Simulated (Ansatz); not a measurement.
Consider the hydrogenolysis of the Si–Si bond: `OC(F)[SiH2][SiH3]` + H₂ → `OC(F)[SiH3]` + SiH₄.

Isolated molecules relaxed with PBE0-D4/def2-TZVP in Ansatz; ΔE leaves out vibrations. CBS: MP2 limit from def2 TZ/QZ plus the TZ coupled-cluster correction, frozen cores. This one scheme is used for every species. DFT in def2-TZVPP. Each species was taken in one conformer, which may not be the lowest.

```json
{"level": "PBE-D4", "ΔE (kcal/mol)": "-0.9", "difference from CCSD(T)/CBS": "3.5"}
{"level": "ωB97X-V", "ΔE (kcal/mol)": "-4.8", "difference from CCSD(T)/CBS": "-0.4"}
{"level": "ωB97M-V", "ΔE (kcal/mol)": "-5.5", "difference from CCSD(T)/CBS": "-1.1"}
{"level": "B2PLYP", "ΔE (kcal/mol)": "-6.5", "difference from CCSD(T)/CBS": "-2.1"}
{"level": "PBE", "ΔE (kcal/mol)": "-2.4", "difference from CCSD(T)/CBS": "2.0"}
{"level": "MP2/def2-TZVPP", "ΔE (kcal/mol)": "-5.2", "difference from CCSD(T)/CBS": "-0.8"}
{"level": "CCSD/def2-TZVPP", "ΔE (kcal/mol)": "-6.5", "difference from CCSD(T)/CBS": "-2.1"}
{"level": "CCSD(T)/def2-TZVPP", "ΔE (kcal/mol)": "-5.2", "difference from CCSD(T)/CBS": "-0.8"}
{"level": "MP2/def2-QZVPP", "ΔE (kcal/mol)": "-4.8", "difference from CCSD(T)/CBS": "-0.4"}
{"level": "SCS-MP2/def2-QZVPP", "ΔE (kcal/mol)": "-6.5", "difference from CCSD(T)/CBS": "-2.1"}
{"level": "CCSD(T)/CBS", "ΔE (kcal/mol)": "-4.4", "difference from CCSD(T)/CBS": "0"}
```

Largest T1 diagnostic among the species: 0.013.

The D4 term adds +2.4 kcal/mol with B3LYP and +1.4 kcal/mol with PBE0; it sums over pairs of atoms, weighted by their polarisabilities, and B3LYP, whose exchange is more repulsive, gets the larger term. In def2-TZVPP, CCSD(T) changes the Hartree–Fock value by +7.0 kcal/mol (the triples alone add +1.3 kcal/mol) and MP2 by +7.0 kcal/mol.

B3LYP here is the variant with VWN-RPA as its local correlation; programs differ in this.
